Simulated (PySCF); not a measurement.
A run for PySCF: R-BP86/6-31G* on SiH4 (SMILES [SiH4]).

```python
from pyscf import gto, scf, dft, mp
from pyscf.data.elements import chemcore

mol = gto.M(
    atom='''
    Si    0.16149130    0.13117094    0.03924316
    H    -1.16059427    0.47776791    0.60672008
    H     1.15143419    1.17778745    0.36702817
    H     0.03266934    0.02505831   -1.43417435
    H     0.60231439   -1.17765768    0.57120317
    ''',
    basis='6-31g*',
    cart=True,
    charge=0, spin=0, verbose=3, max_memory=1800)
mf = dft.RKS(mol, xc='b88,p86')
mf.conv_tol = 1e-8
mf.max_cycle = 100
mf.kernel()
if not mf.converged:
    mf = mf.newton().run(mf.mo_coeff, mf.mo_occ)
```

Problem. Give the final energy of this run.

Solution. -291.8846 hartree.
